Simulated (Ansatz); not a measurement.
Species: sum formula AlO$_{2}$FH$_{2}$, charge 0, multiplicity 1. 
Geometry from a B3LYP-D3(BJ)/def2-TZVP (Ansatz, a program for electronic structure) optimisation:
```xyz
6

O      1.5620    -0.5789     0.2039
Al    -0.0017     0.0185    -0.0024
O     -1.4285    -0.8808    -0.0113
F     -0.1500     1.6403    -0.2164
H      1.7945    -1.4974     0.3376
H     -1.4904    -1.8289     0.1012
```
Charge 0, spin multiplicity 1.

Property: vertical ionisation energy (to the doublet state of charge +1; each state is the SCF solution reached for its spin), in eV. Cores are frozen in the correlated levels unless marked. UHF or UKS for open shells. No spin-orbit coupling. No relativistic terms. CBS marks a two-point X^-3 extrapolation of the correlation energy; Hartree-Fock from the larger set.

```json
[
 {"level": "B3LYP/def2-TZVPD", "program": "Ansatz", "vertical ionisation energy (eV)": "11.94"}
]
```

Predict the CCSD(T)/CBS(aug-cc-pV(T+d)Z,aug-cc-pV(Q+d)Z) result (Ansatz).

12.73 eV, so B3LYP/def2-TZVPD differs from it by -0.79 eV.
